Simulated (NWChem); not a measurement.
A series in which one site is exchanged, each optimised at PBE0/def2-SVP with NWChem, gas phase unless a solvent is named. All stand in one matching conformer (torsions within 35°), which need not be the lowest. Low-valent species are run as closed-shell singlets; no triplet was tried in these runs. For some, no frequency run checked for a minimum. def2 effective core potentials on Sn, Pb; no spin-orbit coupling.

A: [F][Pb][SH] (PbHSF; site = Pb)
B: F[Si]S (SiHSF; site = Si)
C: [SH][Sn][F] (SnHSF; site = Sn)
D: [SH][Ge][F] (GeHSF; site = Ge)

| quantity | A | B | C | D |
|---|---|---|---|---|
| dipole (D), PBE0/def2-SVP | … | 1.83 | 3.67 | 2.62 |
| orbital gap (eV), PBE0/def2-SVP | … | 5.15 | 4.83 | 5.18 |
| static polarisability, CAM-B3LYP/def2-SVPD (bohr³) | … | 52.1 | 64.3 | 54.6 |
| lowest singlet excitation, CAM-B3LYP/def2-SVPD, TDA (eV) | … | 4.24 | 3.83 | 4.11 |

Problem. Some entries are withheld; supply them.

Solution. 
- dipole (D), PBE0/def2-SVP, A: 4.69
- orbital gap (eV), PBE0/def2-SVP, A: 4.72
- static polarisability, CAM-B3LYP/def2-SVPD (bohr³), A: 66.3
- lowest singlet excitation, CAM-B3LYP/def2-SVPD, TDA (eV), A: 3.71
